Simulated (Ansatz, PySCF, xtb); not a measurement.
Dimer: HF (SMILES F) (first 2 atoms) with AsH3 (SMILES [AsH3]); geometry from B3LYP-D3(BJ)/def2-TZVP, rigid monomers moved along the line of their centres of mass till H2···As3 is 4.31 Å.
(charge 0, multiplicity 1):
```xyz
6

F      0.39188    -0.76984    -0.41880
H      0.33147    -0.43536     0.45415
As     0.05660     1.10723     4.46994
H      1.23330     1.76603     5.16637
H     -0.29394     0.22627     5.65514
H     -0.92397     2.20105     4.85166
```

Interaction energies are E(AB) − E(A) − E(B) at the monomers' geometry in the complex; basis-set methods are counterpoise corrected. Rows marked so take none.

Cores are frozen in the correlated methods. Filled d and f shells under p-block atoms count as core. Rows in 6-31G*, STO-3G carry no dispersion term and start afresh at each structure (6-31G* with six Cartesian d functions); the Pople sets are all-electron and without relativity. MP2/6-31G* freezes PySCF's default core, which leaves 3d correlated.

The values were computed with Ansatz (a first-principles code) with Gaussian orbitals; PySCF for 6-31G* rows, STO-3G rows; xtb for the GFN methods. 

```csv
level,interaction energy (kcal/mol)
GFN2-xTB,-0.79
HF/STO-3G (no counterpoise),-0.53
r2SCAN/def2-TZVPPD,-0.76
B3LYP/6-31G* (no counterpoise),-0.84
B3LYP/def2-TZVPPD,-0.67
PBE0/def2-TZVPPD,-0.80
M06-2X/6-31G* (no counterpoise),___
MP2/6-31G* (no counterpoise),___
MP2/aug-cc-pVDZ,-0.82
```

Problem. Some entries are withheld; supply them.

Solution. 
- M06-2X/6-31G* (no counterpoise), interaction energy (kcal/mol): -1.00
- MP2/6-31G* (no counterpoise), interaction energy (kcal/mol): -1.05
